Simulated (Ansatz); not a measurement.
Calculation: Ansatz (a program for electronic structure) with frozen-core CCSD(T)/def2-TZVPP // PBE0-D4/def2-TZVP.

Ansatz 0.2 input:
```yaml
crystal:
  periodic: [false, false, false]
  atoms:
    - { symbol: C, position_ang: [-1.001079, -1.933699, 0.102809] }
    - { symbol: In, position_ang: [-0.016745, -0.01042, 0.004021] }
    - { symbol: C, position_ang: [2.145158, 0.099111, 0.017761] }
    - { symbol: C, position_ang: [-1.158869, 1.823403, -0.117701] }
    - { symbol: H, position_ang: [-0.599606, -2.524573, 0.929147] }
    - { symbol: H, position_ang: [-2.079263, -1.832378, 0.231214] }
    - { symbol: H, position_ang: [-0.813008, -2.490773, -0.818894] }
    - { symbol: H, position_ang: [2.484857, 0.763837, 0.815506] }
    - { symbol: H, position_ang: [2.600283, -0.881692, 0.159434] }
    - { symbol: H, position_ang: [2.502121, 0.51533, -0.927775] }
    - { symbol: H, position_ang: [-0.844355, 2.408209, -0.985248] }
    - { symbol: H, position_ang: [-0.976765, 2.433702, 0.770609] }
    - { symbol: H, position_ang: [-2.229434, 1.629998, -0.192988] }
basis:
  gaussian: { orbitals: def2-TZVPP }
correlation:
  method: ccsd_t
```

Output:

```
Functional definition: HF
1718 factors; integrals over basis functions are off by at most 1.1e-3 eV
mean field evaluation 1: about -8378.5669 eV, gradient 4.3e1 eV
mean field evaluation 2: about -8378.6160 eV, gradient 4.3e1 eV
mean field evaluation 4: about -8383.1272 eV, gradient 3.1e0 eV
mean field evaluation 8: about -8383.1744 eV, gradient 1.9e-1 eV
mean field evaluation 16: about -8383.1171 eV, gradient 6.7e-1 eV
mean field -8383.17451045 eV, -308.0759809393 hartree, gradient 9.4e-6 eV, S^2 0.000000; 0 other end points of the search recorded, 0 dependent functions left out
7 core orbitals not correlated
reference -8383.17451045 eV, -308.0759809393 hartree; 17, 17 occupied and 245, 245 virtual orbitals, 1718 factors
second order -22.96399764 eV of doubles, -0.00000000 eV of singles
cycle   1  -23.32549133 eV  change   -3.6e-1 eV  update   9.9e-2
cycle   2  -23.86210945 eV  change   -5.4e-1 eV  update   2.7e-2
cycle   3  -23.95261922 eV  change   -9.1e-2 eV  update   1.3e-2
cycle   4  -23.94670298 eV  change    5.9e-3 eV  update   3.0e-3
cycle   5  -23.94631505 eV  change    3.9e-4 eV  update   1.2e-3
cycle   6  -23.94637028 eV  change   -5.5e-5 eV  update   3.1e-4
cycle   7  -23.94620906 eV  change    1.6e-4 eV  update   9.3e-5
cycle   8  -23.94621528 eV  change   -6.2e-6 eV  update   3.1e-5
perturbative correction -0.86001829 eV, -0.0316050894 hartree
Total energy: -8407.98074402 eV, -308.9875932088 hartree
```

Cost: around 23 core-minutes (rough).
